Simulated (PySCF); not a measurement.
Job file and geometry (Å, from GFN2-xTB) of a spin–spin coupling run on SMILES FB(F)C1=C(F)[C@H]1B(F)F, C3HB2F5, PySCF, B3LYP/pcJ-1 indirect spin-spin coupling, non-relativistic, gas phase; density fitting, a coarse starting grid and PySCF grid level 2 are the driver's defaults:

```
$ OMP_NUM_THREADS=1 python probes_run.py task.json out

{"job": {"kind": "j", "xc": "B3LYP", "basis": "pcJ-1"}, "charge": 0, "multiplicity": 1}
F      2.598569    -0.887607     0.441252
B      2.053773     0.298122     0.284182
F      2.898410     1.289120     0.099346
C      0.549967     0.515107     0.319384
C     -0.534337     1.229859     0.242036
F     -1.129743     2.376862     0.121211
C     -0.842246    -0.217011     0.423565
B     -1.334709    -1.093591    -0.763639
F     -0.992915    -0.842052    -2.010438
F     -2.114280    -2.139519    -0.603683
H     -1.147063    -0.526620     1.420822
```

**Question.** Write the output of this run.

**Answer.** 
```
coarse grid: 11480 points
cycle   1  E = -663.7790216462  dE =  1.591e+00  |g| = 1.010e+00  |ddm| = 3.158e+00
cycle   2  E = -663.5549199016  dE =  2.241e-01  |g| = 1.594e+00  |ddm| = 1.367e+00
cycle   3  E = -663.9339816677  dE = -3.791e-01  |g| = 1.362e-01  |ddm| = 8.888e-01
cycle   4  E = -663.9365857888  dE = -2.604e-03  |g| = 9.305e-02  |ddm| = 1.776e-01
cycle   5  E = -663.9385374205  dE = -1.952e-03  |g| = 2.521e-02  |ddm| = 7.722e-02
cycle   6  E = -663.9386723233  dE = -1.349e-04  |g| = 4.442e-03  |ddm| = 1.988e-02
cycle   7  E = -663.9386757023  dE = -3.379e-06  |g| = 1.958e-03  |ddm| = 4.342e-03
final grid: 119432 points
cycle   8  E = -664.0159764258  dE = -3.013e-04  |g| = 7.741e-03  |ddm| = 1.908e-02
cycle   9  E = -664.0159648428  dE =  1.158e-05  |g| = 1.121e-02  |ddm| = 1.104e-02
cycle  10  E = -664.0159851739  dE = -2.033e-05  |g| = 1.217e-03  |ddm| = 7.574e-03
cycle  11  E = -664.0159852797  dE = -1.058e-07  |g| = 7.692e-04  |ddm| = 1.231e-03
cycle  12  E = -664.0159853795  dE = -9.978e-08  |g| = 2.157e-04  |ddm| = 5.937e-04
cycle  13  E = -664.0159853903  dE = -1.080e-08  |g| = 4.086e-05  |ddm| = 1.714e-04
cycle  14  E = -664.0159853906  dE = -3.097e-10  |g| = 1.321e-05  |ddm| = 3.405e-05
converged SCF energy = -664.0159853906

Indirect spin-spin couplings (Hz)
  i      j    bonds     total        FC       PSO       DSO        SD
  0 F    1 B    1    -98.145   -48.286   -51.241     1.019     0.363
  0 F    2 F    2   -194.610    63.576  -261.064    -0.980     3.858
  0 F    3 C    2     56.853    61.302    -3.726     0.079    -0.802
  0 F    4 C    3     28.917    14.097     8.461    -0.220     6.579
  0 F    5 F    4     42.790     2.019    22.198    -0.958    19.531
  0 F    6 C    3     -0.341    -0.756     0.268     0.018     0.129
  0 F    7 B    4      1.026     0.964    -0.118     0.121     0.059
  0 F    8 F    5      0.588     0.108     0.327     0.005     0.148
  0 F    9 F    5      0.506     0.569    -0.056    -0.212     0.205
  0 F   10 H    4      1.521     1.692     0.132    -0.192    -0.111
  1 B    2 F    1   -107.148   -57.164   -51.181     1.016     0.180
  1 B    3 C    1    147.546   148.818    -1.817     0.473     0.073
  1 B    4 C    2      3.129     0.974     1.227     0.015     0.914
  1 B    5 F    3      0.017    -2.721     0.736    -0.142     2.145
  1 B    6 C    2      0.277     0.424    -0.276     0.030     0.098
  1 B    7 B    3     -0.718    -0.841     0.008     0.067     0.048
  1 B    8 F    4      0.342     0.107    -0.001     0.138     0.098
  1 B    9 F    4      0.308    -0.201     0.423    -0.106     0.191
  1 B   10 H    3     -1.693    -1.699     0.032    -0.049     0.023
  2 F    3 C    2     51.875    55.441    -2.461     0.075    -1.181
  2 F    4 C    3      2.280    -1.362    -0.182    -0.035     3.858
  2 F    5 F    4      6.432     4.257    -7.875    -0.314    10.365
  2 F    6 C    3      2.662     3.700    -1.645    -0.226     0.832
  2 F    7 B    4      1.057     0.261     0.650    -0.128     0.274
  2 F    8 F    5      1.958     0.085     1.530    -0.263     0.606
  2 F    9 F    5      2.749     0.570     2.469    -0.689     0.398
  2 F   10 H    4      0.786     0.693     0.846    -0.942     0.190
  3 C    5 F    2    -28.397   -13.143   -25.605    -0.441    10.792
  3 C    7 B    2     -0.406    -0.236    -0.285     0.090     0.025
  3 C    8 F    3     -0.431     0.306    -0.649     0.118    -0.206
  3 C    9 F    3      0.218     1.049    -0.913    -0.188     0.271
  3 C   10 H    2      0.797     0.491     0.419    -0.113         -
  4 C    5 F    1   -534.812  -472.765   -48.236     0.861   -14.671
  4 C    7 B    2     -4.181    -4.176    -0.048     0.106    -0.063
  4 C    8 F    3     -0.658     0.220    -0.723     0.143    -0.298
  4 C    9 F    3      1.829     0.817     1.005    -0.172     0.178
  4 C   10 H    2     -8.811    -8.499    -0.269    -0.043         -
  5 F    6 C    2     14.736     8.594     6.145    -0.274     0.271
  5 F    7 B    3     -7.282    -6.070    -0.566    -0.040    -0.606
  5 F    8 F    4     -0.579    -0.398     1.465    -0.276    -1.370
  5 F    9 F    4     -7.117     1.067    -6.084    -0.739    -1.361
  5 F   10 H    3    -10.222   -11.464     3.261    -1.120    -0.899
  6 C    7 B    1    111.293   112.192    -1.681     0.441     0.341
  6 C    8 F    2     36.296    41.596    -5.872     0.026     0.545
  6 C    9 F    2     50.269    54.182    -4.444     0.029     0.502
  6 C   10 H    1    165.587   164.168     0.373     1.046         -
  7 B    8 F    1   -121.865   -70.924   -52.487     1.061     0.485
  7 B    9 F    1   -125.979   -73.699   -53.667     1.007     0.381
  7 B   10 H    2      4.154     4.269    -0.246     0.124     0.007
  8 F    9 F    2   -198.684    58.114  -260.378    -0.907     4.487
  8 F   10 H    3     16.630    17.706     0.641    -1.712    -0.006
  9 F   10 H    3     -6.783    -5.352    -1.228     0.065    -0.268
```

Size and cost of the density-fitted run: 280 basis functions, 2.1 min wall time on 1 thread of an Arm Neoverse V1, shared host; peak memory 1.1 GiB.
